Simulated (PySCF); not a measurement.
Species: 1-methylazulene, C11H10.
Atom-mapped SMILES: `[CH3:1][c:2]1[cH:3][cH:4][c:5]2[cH:6][cH:7][cH:8][cH:9][cH:10][c:11]1-2` (hydrogens: H12, H13, H14 on C1; H15 on C3; H16 on C4; H17 on C6; H18 on C7; H19 on C8; H20 on C9; H21 on C10)

The same species was optimised twice, with GFN2-xTB and with PBE0-D3(BJ)/def2-SVP (PySCF), and the same property calculations (PySCF, gas phase) were run on both structures.

```json
{"coordinate": "C2–C3 (Å)", "GFN2-xTB": "1.395", "PBE0-D3(BJ)/def2-SVP": "1.406", "change": "+0.011"}
{"coordinate": "C3–C4 (Å)", "GFN2-xTB": "1.392", "PBE0-D3(BJ)/def2-SVP": "1.403", "change": "+0.011"}
{"coordinate": "C5–C6 (Å)", "GFN2-xTB": "1.381", "PBE0-D3(BJ)/def2-SVP": "1.391", "change": "+0.010"}
{"coordinate": "C9–C10 (Å)", "GFN2-xTB": "1.389", "PBE0-D3(BJ)/def2-SVP": "1.398", "change": "+0.009"}
{"coordinate": "C10–C11 (Å)", "GFN2-xTB": "1.380", "PBE0-D3(BJ)/def2-SVP": "1.389", "change": "+0.009"}
{"coordinate": "C7–C8 (Å)", "GFN2-xTB": "1.388", "PBE0-D3(BJ)/def2-SVP": "1.397", "change": "+0.009"}
{"coordinate": "C6–C7 (Å)", "GFN2-xTB": "1.388", "PBE0-D3(BJ)/def2-SVP": "1.396", "change": "+0.008"}
{"coordinate": "C8–C9 (Å)", "GFN2-xTB": "1.387", "PBE0-D3(BJ)/def2-SVP": "1.395", "change": "+0.008"}
{"coordinate": "C2–C11 (Å)", "GFN2-xTB": "1.404", "PBE0-D3(BJ)/def2-SVP": "1.412", "change": "+0.008"}
{"coordinate": "C4–C5 (Å)", "GFN2-xTB": "1.395", "PBE0-D3(BJ)/def2-SVP": "1.402", "change": "+0.007"}
{"coordinate": "C5–C11 (Å)", "GFN2-xTB": "1.489", "PBE0-D3(BJ)/def2-SVP": "1.494", "change": "+0.005"}
{"coordinate": "C1–C2 (Å)", "GFN2-xTB": "1.492", "PBE0-D3(BJ)/def2-SVP": "1.493", "change": "+0.001"}
{"coordinate": "C3–C2–C11 (°)", "GFN2-xTB": "108.1", "PBE0-D3(BJ)/def2-SVP": "107.3", "change": "-0.8"}
{"coordinate": "C2–C3–C4 (°)", "GFN2-xTB": "110.1", "PBE0-D3(BJ)/def2-SVP": "110.7", "change": "+0.6"}
{"coordinate": "C3–C4–C5 (°)", "GFN2-xTB": "108.8", "PBE0-D3(BJ)/def2-SVP": "108.2", "change": "-0.6"}
{"coordinate": "C1–C2–C3 (°)", "GFN2-xTB": "125.7", "PBE0-D3(BJ)/def2-SVP": "126.2", "change": "+0.5"}
{"coordinate": "C2–C11–C5 (°)", "GFN2-xTB": "106.7", "PBE0-D3(BJ)/def2-SVP": "107.1", "change": "+0.4"}
{"coordinate": "C9–C10–C11 (°)", "GFN2-xTB": "128.8", "PBE0-D3(BJ)/def2-SVP": "129.2", "change": "+0.4"}
{"coordinate": "C5–C6–C7 (°)", "GFN2-xTB": "128.7", "PBE0-D3(BJ)/def2-SVP": "129.1", "change": "+0.4"}
{"coordinate": "C2–C11–C10 (°)", "GFN2-xTB": "126.0", "PBE0-D3(BJ)/def2-SVP": "125.7", "change": "-0.3"}
```

Rotational constants: A = 2121, B = 1004, C = 684.4 MHz (GFN2-xTB) against A = 2093, B = 992.7, C = 676.2 MHz (PBE0-D3(BJ)/def2-SVP).

On the GFN2-xTB structure: HOMO (eV) -5.52 [PBE0/pcSseg-1]; LUMO (eV) -2.03 [PBE0/pcSseg-1]; dipole (D) 0.81 [PBE0/pcSseg-1]; GIAO shielding of C1 (ppm) 171.3 [PBE0/pcSseg-1]; GIAO shielding of C2 (ppm) 56.2 [PBE0/pcSseg-1]; GIAO shielding of C3 (ppm) 42.1 [PBE0/pcSseg-1]; GIAO shielding of C4 (ppm) 65.7 [PBE0/pcSseg-1]; GIAO shielding of C5 (ppm) 42.0 [PBE0/pcSseg-1]; GIAO shielding of C6 (ppm) 42.7 [PBE0/pcSseg-1]; GIAO shielding of C7 (ppm) 60.3 [PBE0/pcSseg-1]; GIAO shielding of C8 (ppm) 41.9 [PBE0/pcSseg-1].

**Question.** What do these properties become on the PBE0-D3(BJ)/def2-SVP structure?

**Answer.** 
```
                                    property          level  on GFN2-xTB  on PBE0-D3(BJ)/def2-SVP  change
                                   HOMO (eV)  PBE0/pcSseg-1        -5.52                    -5.54   -0.02
                                   LUMO (eV)  PBE0/pcSseg-1        -2.03                    -2.06   -0.03
                                  dipole (D)  PBE0/pcSseg-1         0.81                     0.84   +0.03
energy, GFN2-xTB geometry as zero (kcal/mol)  PBE0/pcSseg-1          0.0                     -0.3    -0.3
                  GIAO shielding of C1 (ppm)  PBE0/pcSseg-1        171.3                    169.7    -1.6
                  GIAO shielding of C2 (ppm)  PBE0/pcSseg-1         56.2                     55.0    -1.2
                  GIAO shielding of C3 (ppm)  PBE0/pcSseg-1         42.1                     39.4    -2.7
                  GIAO shielding of C4 (ppm)  PBE0/pcSseg-1         65.7                     63.9    -1.8
                  GIAO shielding of C5 (ppm)  PBE0/pcSseg-1         42.0                     40.2    -1.8
                  GIAO shielding of C6 (ppm)  PBE0/pcSseg-1         42.7                     40.8    -1.9
                  GIAO shielding of C7 (ppm)  PBE0/pcSseg-1         60.3                     58.0    -2.3
                  GIAO shielding of C8 (ppm)  PBE0/pcSseg-1         41.9                     39.7    -2.2
```

The heavy atoms differ by 0.013 Å rms after alignment. Among bonds between heavy atoms C2–C3, C3–C4 and C5–C6 change most and about equally (+0.010 to +0.011 Å). Changes are differences of the printed values. Neither structure is proved a minimum here.
